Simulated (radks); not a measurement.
The numbers below are computed, except where a source is named.
Species: Ne+. Configuration: [He] 2s2 2p5 (the NIST ground configuration). Code: a radial shooting solver on a logarithmic mesh with Libxc functionals. Model: scalar-relativistic Kohn-Sham, r2SCAN, spin-polarised, spherical densities, finite nucleus; open shells are filled with parallel spins first; meta-GGA in the generalised Kohn-Sham scheme; Fermi nuclear charge, rms radius 3.0055 fm.

Local quantities along the radius. ELF = 1/(1 + alpha^2) is the electron localisation function; alpha = (tau - tau_W)/tau_unif compares the Pauli kinetic energy density with that of the uniform gas (summed over spins); r v_xc is r times the local exchange-correlation potential of spin up (hartree bohr, multiplicative part alone); -r V(r) is the screened charge that the Kohn-Sham potential of spin up presents (atomic units). tau is taken from the large components.

| r (bohr) | ELF | alpha | r v_xc | -r V(r) |
|---|---|---|---|---|
| 0.006176 | 1.000 | 0.005212 | -0.09041 | 9.903 |
| 0.007604 | 1.000 | 0.005395 | -0.1034 | 9.873 |
| 0.009362 | 1.000 | 0.005639 | -0.1190 | 9.836 |
| 0.01143 | 1.000 | 0.005950 | -0.1370 | 9.792 |
| 0.01408 | 1.000 | 0.006381 | -0.1592 | 9.735 |
| 0.01733 | 1.000 | 0.006963 | -0.1855 | 9.665 |
| 0.02134 | 1.000 | 0.007762 | -0.2162 | 9.579 |
| 0.02628 | 1.000 | 0.008882 | -0.2518 | 9.473 |
| 0.03235 | 1.000 | 0.01050 | -0.2923 | 9.343 |
| 0.03951 | 1.000 | 0.01280 | -0.3357 | 9.192 |
| 0.04865 | 1.000 | 0.01651 | -0.3849 | 9.004 |
| 0.0599 | 0.999 | 0.02261 | -0.4368 | 8.780 |
| 0.07375 | 0.999 | 0.03334 | -0.4897 | 8.518 |
| 0.0908 | 0.997 | 0.05378 | -0.5417 | 8.218 |
| 0.1118 | 0.991 | 0.09638 | -0.5934 | 7.882 |
| 0.1365 | 0.966 | 0.1885 | -0.6475 | 7.534 |
| 0.1681 | 0.849 | 0.4210 | -0.6693 | 7.108 |
| 0.207 | 0.507 | 0.9866 | -0.4422 | 6.400 |
| 0.2548 | 0.203 | 1.982 | -0.5045 | 5.938 |
| 0.3138 | 0.152 | 2.357 | -0.5841 | 5.442 |
| 0.3863 | 0.302 | 1.520 | -0.6692 | 4.896 |
| 0.4756 | 0.605 | 0.8086 | -0.8555 | 4.413 |
| 0.5809 | 0.786 | 0.5222 | -0.9189 | 3.831 |
| 0.7153 | 0.851 | 0.4177 | -0.9708 | 3.265 |
| 0.8806 | 0.859 | 0.4047 | -0.9896 | 2.774 |
| 1.084 | 0.825 | 0.4613 | -0.9567 | 2.373 |
| 1.335 | 0.726 | 0.6145 | -0.8720 | 2.060 |
| 1.644 | 0.520 | 0.9614 | -0.6453 | 1.715 |
| 2.007 | 0.247 | 1.744 | -0.2521 | 1.274 |
| 2.472 | 0.062 | 3.896 | -0.1573 | 1.162 |
| 3.043 | 0.009 | 10.59 | -0.1584 | 1.159 |

On this mesh the ELF has minima near r = 0.31 bohr, which separate the shells, and maxima near 0.79 (0.86).

Self-consistent cycle (total energy in hartree, residual of the potential): 1: -127.784045, 2e+00; 2: -128.096704, 1e+00; 3: -128.253515, 2e-01; 4: -128.254716, 9e-02; 5: -128.256317, 7e-03; 6: -128.256329, 2e-03; 7: -128.256331, 3e-04; 8: -128.256331, 1e-04; 9: -128.256331, 4e-05; 10: -128.256331, 3e-05; 11: -128.256331, 5e-06; 12: -128.256331, 7e-06; 13: -128.256331, 5e-06; 14: -128.256331, 2e-06; 15: -128.256331, 2e-06; 16: -128.256331, 1e-07.
